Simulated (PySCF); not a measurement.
A structure optimised at PBE-D3(BJ)/def2-SVP, used in a PySCF frequency run:

```xyz
11

C     -2.4895    -0.1993     0.2026
C     -1.4293     0.8978     0.0249
Si     0.2791     0.2417    -0.2896
F      0.3288    -0.6231    -1.6664
F      1.3535     1.4490    -0.4632
Cl     0.9302    -0.9803     1.2360
H     -2.2375    -0.8666     1.0512
H     -2.5717    -0.8312    -0.7045
H     -3.4889     0.2365     0.4007
H     -1.3697     1.5496     0.9232
H     -1.6802     1.5693    -0.8254
```
Charge 0, spin multiplicity 1.

Question: Write its SMILES and formula.

Answer: CC[Si](F)(F)Cl, C2H5ClF2Si

Question: What are its rotational constants (standard atomic weights)?

Answer: 2.3592, 1.8904, 1.4714 GHz
